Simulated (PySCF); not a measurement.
## Correlation energy of Cl³⁺ (chlorine, charge +3)

[Ne] 3s2 3p2, high-spin 3P determinant. Calculation: PySCF 2.14, in x2c-TZVPPall with one added diffuse shell each of s, p, d type (6s6p4d1f, 51 functions); scalar relativity by spin-free X2C-1e. Frozen: [Ne]; 4 electrons correlated.

```csv
level,correlation energy (mhartree)
CCSD,-95.47
(T),-2.06
CCSD(T),-97.53
CCSDT,-98.12
```

Diagnostics: T1 = 0.0075, D1 = 0.0197, largest double amplitude 0.103.

Cost of the coupled-cluster step: of the order of 1.4 core-seconds, for 4 correlated electrons.

Iterations:

```
CC2 = 0
CCSD nocc = (np.int64(3), np.int64(1)), nmo = (46, 46)
frozen orbitals [[0, 1, 2, 3, 4], [0, 1, 2, 3, 4]]
max_cycle = 100
direct = 0
conv_tol = 1e-08
conv_tol_normt = 1e-06
diis_space = 8
diis_start_cycle = 0
Init t2, MP2 energy = -0.0721481113994522
Init E_corr(UCCSD) = -0.0721481114076226
cycle = 1  E_corr(UCCSD) = -0.0882188689239818  dE = -0.0160707575  norm(t1,t2) = 0.0453893
cycle = 2  E_corr(UCCSD) = -0.0927853272041129  dE = -0.00456645828  norm(t1,t2) = 0.0171424
cycle = 3  E_corr(UCCSD) = -0.0954759547337949  dE = -0.00269062753  norm(t1,t2) = 0.0075928
cycle = 4  E_corr(UCCSD) = -0.0954576862637122  dE = 1.82684701e-05  norm(t1,t2) = 0.00124304
cycle = 5  E_corr(UCCSD) = -0.0954711491612348  dE = -1.34628975e-05  norm(t1,t2) = 0.000157646
cycle = 6  E_corr(UCCSD) = -0.095467279691954  dE = 3.86946928e-06  norm(t1,t2) = 3.15743e-05
cycle = 7  E_corr(UCCSD) = -0.0954688468835229  dE = -1.56719157e-06  norm(t1,t2) = 4.27415e-06
cycle = 8  E_corr(UCCSD) = -0.0954684966662838  dE = 3.50217239e-07  norm(t1,t2) = 9.66791e-07
cycle = 9  E_corr(UCCSD) = -0.0954685068536792  dE = -1.01873955e-08  norm(t1,t2) = 1.46131e-07
cycle = 10  E_corr(UCCSD) = -0.0954685157116986  dE = -8.85801933e-09  norm(t1,t2) = 3.66525e-08
UCCSD converged
E(UCCSD) = -458.2910218436505  E_corr = -0.09546851571169855
UCCSD(T) correction = -0.0020601698310418
```
